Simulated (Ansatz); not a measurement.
Abridged output of a molecular run in Ansatz:

```
Functional definition: HF
1298 factors; integrals over basis functions are off by at most 7.1e-4 eV
mean field evaluation 1: about -63974.9445 eV, gradient 3.0e1 eV
mean field evaluation 2: about -63975.1931 eV, gradient 3.0e1 eV
mean field evaluation 4: about -63977.5357 eV, gradient 4.5e0 eV
mean field evaluation 8: about -63977.6065 eV, gradient 3.8e-1 eV
mean field evaluation 16: about -63977.6072 eV, gradient 1.2e-6 eV
mean field -63977.60717078 eV, -2351.1336979467 hartree, gradient 1.2e-6 eV, S^2 0.000000; 0 other end points of the search recorded, 0 dependent functions left out
13 core orbitals not correlated: weight in the atoms' cores, before any rotation towards them, 1.000 or more for the frozen orbitals, at most 0.000 for the correlated occupied ones
reference -63977.60717078 eV, -2351.1336979467 hartree; 19, 19 occupied and 168, 168 virtual orbitals, 1298 factors
second order -28.62485022 eV of doubles, -0.00000000 eV of singles
cycle   1  -27.97187584 eV  change    6.5e-1 eV  update   1.3e-1
cycle   2  -28.74040408 eV  change   -7.7e-1 eV  update   4.1e-2
cycle   3  -28.90635551 eV  change   -1.7e-1 eV  update   2.1e-2
cycle   4  -28.88518874 eV  change    2.1e-2 eV  update   5.5e-3
cycle   5  -28.88133455 eV  change    3.9e-3 eV  update   2.4e-3
cycle   6  -28.88317795 eV  change   -1.8e-3 eV  update   7.1e-4
cycle   7  -28.88299405 eV  change    1.8e-4 eV  update   3.0e-4
cycle   8  -28.88275262 eV  change    2.4e-4 eV  update   1.1e-4
cycle   9  -28.88278560 eV  change   -3.3e-5 eV  update   4.4e-5
perturbative correction -1.18074895 eV, -0.0433917235 hartree
Total energy: -64007.67070533 eV, -2352.2385124634 hartree
```

Its atoms:

```xyz
7

F     0.6899   -1.8555    1.2155
C     0.2307   -0.8164    0.5461
C    -0.9304   -0.2345    0.3119
F    -2.1974   -0.4087    0.6331
Ge    0.4768    0.7162   -0.5847
H     1.0261    2.0373   -0.0259
H     0.7042    0.5616   -2.0959
```

Question: Which basis set was used?
A. def2-TZVPP
B. cc-pV(D+d)Z
C. def2-TZVPPD
D. cc-pV(Q+d)Z

Answer: A. It gives 200 functions.

Question: Write the keys of the input that set method, charge and spin (a neutral closed shell needs none for the last two).

Answer: 
```yaml
correlation: {method: ccsd_t}
```
